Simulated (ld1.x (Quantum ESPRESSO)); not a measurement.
## nitrogen (N), TM: configuration errors across variants

ld1.x (Quantum ESPRESSO) 7.5 input, shortened:

```
&input
   title='N', zed=7., rel=1, dft='PZ', iswitch=3,
   config='[He] 2s1.5 2p3.5'
 /
 &inputp
   pseudotype=2, tm=.true., lloc=-2, rcloc=1.70,
   nlcc=.false.
 /
2
2S  1  0   1.50   0.00  0.70  0.70  0.0
2P  2  1   3.50   0.00  1.80  1.80  0.0
 &test
   configts(1)='2s1.5 2p3.5'
 /
```

All-electron excitation energies from the reference (eV): (1) 2s2 2p3 -5.596; (2) 2s2 2p2 8.136; (3) 2s2 2p1 37.105; (4) 2s2 2p3.3 -7.261; (5) 2s2 2p2.5 -0.430; (6) 2s0 2p5 16.856; (7) 2s1 2p4 5.608; (8) 2s1.5 2p3.5 spin -3.030; (9) 2s2 2p3 spin -8.488.

Spin tests fill each open shell by Hund’s rule, majority spin first.

Errors AE − PS in meV (a dash: test not solved or not reliable):

```csv
change,(1),(2),(3),(4),(5),(6),(7),(8),(9),bound ghosts
base,+3.0,+59,+368,-1.7,+19,+31,+3.3,+236,+209,none
wave 2s (bound): rc 0.70 bohr becomes 2s (bound): rc 0.46 bohr,+13,+82,+411,+6.3,+34,+214,+18,+242,+244,not determined
wave 2s (bound): rc 0.70 bohr becomes 2s (bound): rc 0.56 bohr,+6.4,+69,+393,+0.9,+24,+83,+8.0,+235,+223,none
wave 2s (bound): rc 0.70 bohr becomes 2s (bound): rc 0.68 bohr,+3.4,+60,+372,-1.4,+19,+36,+3.8,+235,+211,none
wave 2s (bound): rc 0.70 bohr becomes 2s (bound): rc 0.78 bohr,+2.8,+58,+362,-1.8,+18,+27,+2.8,+236,+207,none
wave 2s (bound): rc 0.70 bohr becomes 2s (bound): rc 0.84 bohr,+2.8,+57,+360,-1.8,+18,+26,+2.7,+236,+207,none
wave 2s (bound): rc 0.70 bohr becomes 2s (bound): rc 1.06 bohr,+3.0,+59,+369,-1.7,+19,+28,+2.8,+236,+208,none
```

Q: Give the same row for: wave 2s (bound): rc 0.70 bohr becomes 2s (bound): rc 0.94 bohr.

A: +2.8, +58, +361, -1.8, +18, +26, +2.7, +236, +207; bound ghosts: none.
